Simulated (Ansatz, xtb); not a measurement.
## FH7OSi3: which of two isomers lies lower

Structure a is `O[Si](F)([SiH3])[SiH3]`, a singlet and structure b is `O[Si@@H](F)[SiH2][SiH3]`, a singlet. Both are isolated molecules in the gas phase, relaxed with B3LYP-D3(BJ)/def2-SVP; the shapes shown needn't be the lowest conformers.

a (Å):

```yaml
atoms:
  - { symbol: F, position_ang: [-0.6166, -0.7422, -0.6642] }
  - { symbol: O, position_ang: [-2.7312, 0.7836, 0.0208] }
  - { symbol: Si, position_ang: [-1.2438, 0.2167, 0.5105] }
  - { symbol: Si, position_ang: [-1.4422, -1.1526, 2.4178] }
  - { symbol: Si, position_ang: [0.1261, 2.1076, 0.7404] }
  - { symbol: H, position_ang: [-3.4541, 0.1485, -0.0583] }
  - { symbol: H, position_ang: [-0.1270, -1.7601, 2.7754] }
  - { symbol: H, position_ang: [-1.9288, -0.3380, 3.5712] }
  - { symbol: H, position_ang: [-2.4289, -2.2455, 2.1592] }
  - { symbol: H, position_ang: [-0.4159, 2.9792, 1.8242] }
  - { symbol: H, position_ang: [0.1837, 2.8759, -0.5366] }
  - { symbol: H, position_ang: [1.5035, 1.6744, 1.1193] }
```

b (Å):

```json
{"atom": "F", "x (Å)": "-1.6534", "y (Å)": "-2.3158", "z (Å)": "-1.7304"}
{"atom": "O", "x (Å)": "0.4956", "y (Å)": "-1.6544", "z (Å)": "-0.2561"}
{"atom": "Si", "x (Å)": "-0.4168", "y (Å)": "-1.2572", "z (Å)": "-1.5870"}
{"atom": "Si", "x (Å)": "-1.2704", "y (Å)": "0.8558", "z (Å)": "-1.0612"}
{"atom": "Si", "x (Å)": "-1.4517", "y (Å)": "0.9136", "z (Å)": "1.2827"}
{"atom": "H", "x (Å)": "0.9868", "y (Å)": "-2.4855", "z (Å)": "-0.2574"}
{"atom": "H", "x (Å)": "0.3710", "y (Å)": "-1.4008", "z (Å)": "-2.8444"}
{"atom": "H", "x (Å)": "-0.3309", "y (Å)": "1.9158", "z (Å)": "-1.5388"}
{"atom": "H", "x (Å)": "-2.5931", "y (Å)": "1.0581", "z (Å)": "-1.7235"}
{"atom": "H", "x (Å)": "-0.0880", "y (Å)": "0.8859", "z (Å)": "1.8831"}
{"atom": "H", "x (Å)": "-2.2222", "y (Å)": "-0.2752", "z (Å)": "1.7482"}
{"atom": "H", "x (Å)": "-2.1559", "y (Å)": "2.1507", "z (Å)": "1.7342"}
```

Estimate which is lower in electronic energy at CCSD(T)/def2-SVP + ΔMP2/def2-TZVPP, and by roughly how much.

The CCSD(T)/def2-SVP + ΔMP2/def2-TZVPP calculation puts structure b lower, by 0.171 eV.

Level by level:

| level | geometry | E(b) − E(a) (eV) | departure from the last row (eV) | job, with rough time for the two |
| --- | --- | --- | --- | --- |
| B3LYP-D3(BJ)/def2-SVP | B3LYP-D3(BJ)/def2-SVP | −0.156 | +0.015 | optimisation, 1.8 min |
| HF/def2-SVP | B3LYP-D3(BJ)/def2-SVP | −0.206 | −0.035 | part of the CCSD(T) run |
| MP2/def2-SVP | B3LYP-D3(BJ)/def2-SVP | −0.234 | −0.062 | part of the CCSD(T) run |
| CCSD(T)/def2-SVP | B3LYP-D3(BJ)/def2-SVP | −0.213 | −0.042 | single point |
| CCSD(T)/def2-SVP + ΔMP2/def2-TZVPP | B3LYP-D3(BJ)/def2-SVP | −0.171 |  | single point, 23 s |

As drawn, both hold the same kinds of bond in the same numbers.

The levels shown agree on the order. The largest departure from CCSD(T)/def2-SVP + ΔMP2/def2-TZVPP is that of MP2/def2-SVP, 0.062 eV. Levels run at GFN2-xTB geometries aren't shown. The last row adds to CCSD(T) the change of the MP2 difference between the two basis sets, here +0.042 eV.

With thermal terms from frequencies at re-optimised GFN2-xTB minima (ideal gas, soft modes damped towards free rotors, one conformer each, 298.15 K, 1 atm): the zero-point term adds +0.025 eV; ΔH is −0.163 and ΔG −0.130 eV.

The correlated steps freeze 17 core orbitals. Mirror images aren't counted in ΔG. Run with Ansatz 0.2.0, xtb 6.7.1; the last row on 2 threads of Intel(R) Xeon(R) 6975P-C (Granite Rapids) on a shared host.
